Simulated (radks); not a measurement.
The mean radii <r> (bohr) of the occupied orbitals of an atom or ion are listed with their occupations. All-electron calculation, scalar-relativistic Kohn-Sham, r2SCAN, spin-polarised, spherical densities, finite nucleus; meta-GGA in the generalised Kohn-Sham scheme; Fermi nuclear charge, rms radius of each element as measured or else 0.836 A^(1/3) + 0.57 fm. Program: a radial shooting solver on a logarithmic mesh with Libxc functionals.

| orbital | occ. | <r> |
|---|---|---|
| 1s up | 1 | 0.05032 |
| 1s down | 1 | 0.05032 |
| 2s down | 1 | 0.2258 |
| 2s up | 1 | 0.2258 |
| 2p down | 3 | 0.1982 |
| 2p up | 3 | 0.1982 |
| 3s down | 1 | 0.6807 |
| 3s up | 1 | 0.6809 |
| 3p up | 3 | 0.7141 |
| 3p down | 3 | 0.7132 |
| 3d up | 5 | 0.9011 |
| 3d down | 5 | 0.8831 |
| 4s up | 1 | 2.388 |

Name the element and its charge. Open shells, if any, are filled with parallel spins first.

Answer. Z = 30, zinc, charge +1: Zn+ in [Ar] 3d10 4s1. The 1s radius gives Z: for a bare nucleus <r> = (2 gamma + 1)/(2Z) with gamma = sqrt(1 - (Z/c)^2), 0.04919 bohr for Z = 30, and screening makes it slightly larger (0.05032 here). The occupations add up to 29, and the charge is Z minus that.
